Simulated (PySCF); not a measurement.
# Electron correlation in C⁺ (carbon, charge +1)

[He] 2s2 2p1, 2P determinant. Calculation: PySCF 2.14, in x2c-SVPall (3s2p1d, 14 functions); the spin-free X2C one-electron Hamiltonian (Gaussian nucleus). Frozen: 1s2; 3 electrons correlated.

MP2 pair energies summed by pair of shells (mhartree):

| pair | energy | share (%) |
| --- | --- | --- |
| 2s-2s | -25.82 | 61.8 |
| 2s-2p | -15.99 | 38.2 |

Total MP2 correlation energy: -41.80 mhartree.

Same-spin part -2.37 and opposite-spin part -39.43 mhartree; SCS-MP2 scales them by 1/3 and 6/5 to -48.11 mhartree.

| level | correlation energy (mhartree) |
| --- | --- |
| CCSD | -66.64 |
| (T) | -0.74 |
| CCSD(T) | -67.38 |

Diagnostics: T1 = 0.0083, D1 = 0.0155, largest double amplitude 0.141.

Cost of the coupled-cluster step: 0.06 s of wall time on 1 thread of Neoverse-V2 (shared host), for 3 correlated electrons.

Iterations:

```
CC2 = 0
CCSD nocc = (np.int64(2), np.int64(1)), nmo = (13, 13)
frozen orbitals [[0], [0]]
max_cycle = 100
direct = 0
conv_tol = 1e-08
conv_tol_normt = 1e-06
diis_space = 8
diis_start_cycle = 0
Init t2, MP2 energy = -0.0418022334508685
Init E_corr(UCCSD) = -0.0418022334509141
cycle = 1  E_corr(UCCSD) = -0.0558487202126526  dE = -0.0140464868  norm(t1,t2) = 0.0563774
cycle = 2  E_corr(UCCSD) = -0.0614628461450401  dE = -0.00561412593  norm(t1,t2) = 0.027904
cycle = 3  E_corr(UCCSD) = -0.0667239687475174  dE = -0.0052611226  norm(t1,t2) = 0.0145723
cycle = 4  E_corr(UCCSD) = -0.066614592951244  dE = 0.000109375796  norm(t1,t2) = 0.00102701
cycle = 5  E_corr(UCCSD) = -0.0666504368748035  dE = -3.58439236e-05  norm(t1,t2) = 0.000162668
cycle = 6  E_corr(UCCSD) = -0.0666324971858622  dE = 1.79396889e-05  norm(t1,t2) = 4.29685e-05
cycle = 7  E_corr(UCCSD) = -0.0666393486547582  dE = -6.8514689e-06  norm(t1,t2) = 1.73401e-05
cycle = 8  E_corr(UCCSD) = -0.0666387407925478  dE = 6.0786221e-07  norm(t1,t2) = 2.52149e-06
cycle = 9  E_corr(UCCSD) = -0.0666386161552496  dE = 1.24637298e-07  norm(t1,t2) = 3.93179e-07
cycle = 10  E_corr(UCCSD) = -0.0666386275156024  dE = -1.13603528e-08  norm(t1,t2) = 3.4815e-08
cycle = 11  E_corr(UCCSD) = -0.0666386253809761  dE = 2.13462634e-09  norm(t1,t2) = 1.46711e-08
UCCSD converged
E(UCCSD) = -37.32579991923953  E_corr = -0.0666386253809761
UCCSD(T) correction = -0.000736191189753403
```
